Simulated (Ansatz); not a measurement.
`F[SiH2]O[SiH2][SiH3]` + `[OH][Sc]([Cl])[Cl]` → `[SiH3][O][Sc]([Cl])[Cl]` + `F[SiH2]O[SiH3]`  (cleavage of the Si–Si bond)

Calculated with Ansatz (gas phase, PBE0-D4/def2-TZVP geometries, no zero-point term in ΔE). CBS: MP2 limit from def2 TZ/QZ plus the TZ coupled-cluster correction, frozen cores. For Sc outer-core shells are correlated without core-valence functions, which leaves a few kJ/mol of doubt a bond. Scalar relativity is left out up to krypton. Each species was taken in one conformer, which may not be the lowest.

(1) Is it downhill or uphill in electronic energy at CCSD(T)/CBS, and by how much? (Best estimate.)

(2) What do these levels give: HF/def2-TZVPP, MP2/def2-TZVPP, SCS-MP2/def2-TZVPP, HF/def2-QZVPP, HF/CBS(def2), MP2/CBS(def2)? (Best estimate.)

Largest T1 diagnostic among the species: 0.015.

Results:

(1) Ansatz gave: Downhill: ΔE = -115.7 kJ/mol.

(2) Computed: HF/def2-TZVPP -142.6, MP2/def2-TZVPP -122.9, SCS-MP2/def2-TZVPP -128.2, HF/def2-QZVPP -145.6, HF/CBS(def2) -146.0, MP2/CBS(def2) -123.4 kJ/mol.

The D4 term adds +4.3 kJ/mol with B3LYP and +2.5 kJ/mol with PBE0; it sums over pairs of atoms, weighted by their polarisabilities, and B3LYP, whose exchange is more repulsive, gets the larger term. In def2-TZVPP, CCSD(T) changes the Hartree–Fock value by +27.5 kJ/mol (the triples alone add +3.4 kJ/mol) and MP2 by +19.8 kJ/mol.

B3LYP here is the variant with VWN-RPA as its local correlation; programs differ in this.
